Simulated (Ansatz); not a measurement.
Input for Ansatz (an electronic-structure program): R-CCSD(T)/aug-cc-pVDZ on CH4OSe (a complex), monomers drawn apart or pushed together. The run froze 16 orbitals, filled d shells among them.

Ansatz 0.2 input:
```yaml
crystal:
  periodic: [false, false, false]
  atoms:
    - {symbol: C, position_ang: [0.35369503, 0.06697859, -0.32921508]}
    - {symbol: O, position_ang: [1.08376514, -0.66806895, 0.27787216]}
    - {symbol: H, position_ang: [0.20414094, -0.03381530, -1.42102299]}
    - {symbol: H, position_ang: [-0.20388032, 0.87851390, 0.17369570]}
    - {symbol: Se, position_ang: [0.90243976, 1.06179169, 4.44117262]}
    - {symbol: H, position_ang: [0.46214243, -0.33779697, 4.42191664]}
    - {symbol: H, position_ang: [0.25608781, 1.29724149, 5.74303418]}
basis:
  gaussian:
    orbitals: aug-cc-pVDZ
magnetization: {spin_polarized: false}
correlation: {method: ccsd_t, electrons: outside_noble_gas}
scf: {lower_state_search: off}
```

Task: Give the final energy of this run.

Result: -2515.3833 hartree (reference determinant -2514.8611, T1 diagnostic 0.014).

Task: How many basis functions does it have, and what does it roughly cost on one machine?

Result: 118 functions; around 14 core-seconds (rough).
